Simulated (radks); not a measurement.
Isoelectronic series with 2 electrons, each ion in its NIST ground configuration. Calculated with a radial shooting solver on a logarithmic mesh with Libxc functionals: scalar-relativistic Kohn-Sham, BLYP, spin-polarised, spherical densities, finite nucleus; Fermi nuclear charge, rms radius of each element as measured or else 0.836 A^(1/3) + 0.57 fm. Total energies (hartree) and mean radii <r> (bohr):

| ion | configuration | E (hartree) | 1s |
|---|---|---|---|
| Be2+ | [He] | -13.65279 | 0.4173 |
| C4+ | [He] | -32.40463 | 0.2679 |
| O6+ | [He] | -59.17777 | 0.1972 |
| Ne8+ | [He] | -93.99013 | 0.1560 |
| Mg10+ | [He] | -136.86454 | 0.1290 |
| Si12+ | [He] | -187.82902 | 0.1099 |
| S14+ | [He] | -246.91698 | 0.09573 |
| Ar16+ | [He] | -314.16733 | 0.08475 |
| Ca18+ | [He] | -389.62468 | 0.07600 |
| Ti20+ | [He] | -473.33929 | 0.06886 |
| Cr22+ | [He] | -565.36755 | 0.06292 |
| Fe24+ | [He] | -665.77182 | 0.05790 |
| Ni26+ | [He] | -774.62106 | 0.05360 |
| Zn28+ | [He] | -891.99021 | 0.04987 |
| Ge30+ | [He] | -1017.96172 | 0.04661 |
| Se32+ | [He] | -1152.62554 | 0.04373 |
| Kr34+ | [He] | -1296.07847 | 0.04116 |
